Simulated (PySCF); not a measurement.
A side-by-side comparison of computed properties.

First species: C2H3F3OP2.
Structure used (GFN2-xTB), in Å, numbered top down from 1:
```xyz
11
C2H3F3OP2 angstrom
O     -1.6599    1.3215    0.1643
C     -1.5266   -0.0703    0.1524
P     -0.9998   -0.6062   -1.6024
P      1.0269   -0.6680   -1.7374
C      1.7019   -0.2762    0.0093
F      1.3807   -1.2124    0.9194
F      1.2610    0.9014    0.5044
F      3.0325   -0.1979   -0.0119
H     -0.8052    1.7381    0.3258
H     -0.8770   -0.4474    0.9467
H     -2.5291   -0.4798    0.3031
```

Second species: C5H6O.
Z-matrix (Å and degrees, GFN2-xTB geometry), rows numbered from 1:
```
C 
C   1  1.3273
C   2  1.4815  1  121.32
O   3  1.2151  2  122.48  1    -0.05
C   3  1.4813  2  115.04  1   179.96
C   5  1.3272  3  121.31  2   179.86
H   1  1.0769  2  122.73  3  -179.99
H   1  1.0786  2  119.93  3    -0.02
H   2  1.0809  1  121.62  3  -180.00
H   5  1.0807  3  117.07  2    -0.13
H   6  1.0767  5  122.77  3   179.99
H   6  1.0784  5  119.92  3    -0.01
```

Levels: CAM-B3LYP/def2-SVPD for dipole moment, HOMO energy, LUMO energy, HOMO–LUMO gap, static isotropic polarisability and electronic spatial extent ⟨r²⟩ about the centre of nuclear charge; TDDFT CAM-B3LYP/def2-SVPD for lowest singlet excitation; TDA CAM-B3LYP/def2-SVPD for lowest triplet excitation (Tamm–Dancoff); GFN2-xTB for rotational constant A and rotational constant C. Geometries: GFN2-xTB. Each structure is a single optimised conformer of the isolated species, non-relativistic unless stated; the electronic structure was computed with PySCF and density fitting.

The conformers computed, where there is a choice (atom-mapped SMILES and torsion angles):
- `[OH:1][CH2:2]/[P:3]=[P:4]\[C:5]([F:6])([F:7])[F:8]`: O1–C2–P3–P4 91°, P3–P4–C5–F6 65°, H–O1–C2–P3 -85°
- `[CH2:1]=[CH:2][C:3](=[O:4])[CH:5]=[CH2:6]`: C1–C2–C3–O4 0°, C2–C3–C5–C6 180°

Values for the first species:

```
Dipole moment                                                     : 0.81 D
HOMO energy                                                       : -9.04 eV
LUMO energy                                                       : -2.31 eV
HOMO–LUMO gap                                                     : 6.73 eV
Lowest singlet excitation                                         : 3.28 eV
Lowest triplet excitation (Tamm–Dancoff)                          : 2.00 eV
Static isotropic polarisability                                   : 84.6 au
Electronic spatial extent ⟨r²⟩ about the centre of nuclear charge : 1282 bohr²
Rotational constant A                                             : 2.083 GHz
Rotational constant C                                             : 0.871 GHz
```

Task: Estimate the same properties for the second species, and the change in each.

Result: 
| property | first | second | second less first |
| --- | --- | --- | --- |
| dipole moment | 0.81 D | 2.64 D | +1.83 D |
| HOMO energy | -9.04 eV | -8.97 eV | +0.07 eV |
| LUMO energy | -2.31 eV | -1.27 eV | +1.04 eV |
| HOMO–LUMO gap | 6.73 eV | 7.70 eV | +0.97 eV |
| lowest singlet excitation | 3.28 eV | 3.41 eV | +0.13 eV |
| lowest triplet excitation (Tamm–Dancoff) | 2.00 eV | 2.98 eV | +0.98 eV |
| static isotropic polarisability | 84.6 au | 65.3 au | -19.3 au |
| electronic spatial extent ⟨r²⟩ about the centre of nuclear charge | 1282 bohr² | 638 bohr² | -644 bohr² |
| rotational constant A | 2.083 GHz | 10.360 GHz | +8.277 GHz |
| rotational constant C | 0.871 GHz | 1.890 GHz | +1.019 GHz |

On the first: The 8 singlets span 3.28 to 6.48 eV, and their oscillator strengths add up to 0.28. The vertical singlet–triplet gap S1 − T1 is 1.28 eV (TDDFT singlet less Tamm–Dancoff triplet; S1: HOMO→LUMO, weight 0.62; T1: HOMO−1→LUMO, weight 0.58, beside HOMO→LUMO, weight 0.38).

On the second: The 8 singlets span 3.41 to 7.88 eV, and their oscillator strengths add up to 0.51. The polarisability is 9.67 Å³ as a volume (1 au = 0.148185 Å³), or 1.48 au for each of the 44 electrons.
